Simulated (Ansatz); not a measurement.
The same path of AlH8N3O (13 atoms, charge 0, multiplicity 1) was run twice with different band settings. Lost on the way: H5–N6. Made: O2–H5.

Level of theory: Ansatz, RKS B3LYP/def2-SVP.

Relaxed end points:

```xyz
13
Properties=species:S:1:pos:R:3
Al 0.221 -0.316 -0.096
O 1.471 -0.091 -1.299
N -1.293 -1.243 -0.472
N 0.734 -0.375 1.645
H 0.171 2.118 -0.974
N -0.397 1.630 -0.279
H 2.008 -0.841 -1.571
H -1.633 -1.374 -1.421
H -1.569 -2.056 0.073
H 0.213 -0.866 2.366
H 1.714 -0.354 1.919
H -0.255 2.063 0.636
H -1.384 1.704 -0.529
```

```xyz
13
Properties=species:S:1:pos:R:3
Al -0.074 -0.155 0.228
O 1.486 0.199 -1.012
N -1.145 -1.349 -0.591
N 0.749 -0.550 1.773
H 0.987 1.078 -1.115
N -0.502 1.604 -0.247
H 1.388 -0.289 -1.845
H -2.045 -1.128 -1.005
H -1.093 -2.350 -0.427
H 0.277 -0.847 2.621
H 1.726 -0.361 1.975
H -0.418 2.347 0.445
H -1.335 1.802 -0.801
```

Common settings: movable images 7; climbing image yes; spring 5.0 eV/Å²; optimiser quadratic models (default); start path through a guess of the saddle point; iteration limit 60; end points relaxed.

| run | force threshold |
| --- | --- |
| 1 | 0.03 eV/Å |
| 2 | 0.2 eV/Å |

Task: What does each run give, and how far can it be trusted?

Result: Run 1: converged after 16 iterations, highest image 0.898 eV above the first end. A vibrational analysis at the climbing image gives one clearly imaginary mode, 633i cm⁻¹: a first-order saddle point.
Run 2: converged after 13 iterations, highest image 0.899 eV above the first end. The threshold of 0.2 eV/Å is loose, so the images may lie well off the minimum-energy path. Another band between the same ends (7 images) ends at a top of the same energy, where a vibrational analysis finds 1 clearly imaginary mode.
The orbitals stay closed-shell, which can raise the energy where a bond breaks towards radicals; this wasn't checked here.
